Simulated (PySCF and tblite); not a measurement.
The numbers below are computed, except where a source is named.
C4H6F2O2, numbered as in [F:1][C:2]1([F:3])[CH2:4][O:5][CH2:6][O:7][CH2:8]1.

Conformers came from 60 starts (ETKDG, MMFF94s, GFN2-xTB); geometries are GFN2-xTB. Free energies are PBE0-D3(BJ)/def2-SVP (IEF-PCM, dichloromethane) single points with GFN2-xTB rigid-rotor and vibrational terms (modes under about 100 cm⁻¹ blended into free rotors). Symmetry numbers and mirror images are counted. Conformers within 3 kcal/mol (GFN2-xTB free energy) were kept, 10 at most. (PySCF 2.14, tblite 0.8.)

The 6-ring runs over atoms 2–4–5–6–7–8. Of a mirror pair one member is shown.

```json
{"conformer": "1", "shape": "6-ring chair (F3 axial)", "symmetry": "Cs", "dipole D": "2.72"}
{"conformer": "2", "shape": "6-ring twist-boat (ring torsions 65, -33, -33, 65, -30, -30°)", "symmetry": "C2 (pair)", "dipole D": "1.44"}
```

Which of these conformers is the most populated at 298.15 K, and with what share?

Conformer 1, about 100 %.

Give the DFT energies and free energies relative to the lowest, and all weights.


| conformer | shape | E(DFT) kcal/mol | G(298.15 K) kcal/mol | weight % |
| --- | --- | --- | --- | --- |
| 1 | 6-ring chair (F3 axial) | 0.00 | 0.00 | 99.5 |
| 2 | 6-ring twist-boat (ring torsions 65, -33, -33, 65, -30, -30°) | 3.46 | 3.16 | 0.5 |

How does its share change from 250 K to 373.15 K?

From 100 % to 99 %; the mixing entropy goes from 0.03 to 0.17 cal/(mol K).


Conformer gaps in def2-SVP on xTB geometries can be 2 kcal/mol too large for S=O, P=O and other polar bonds.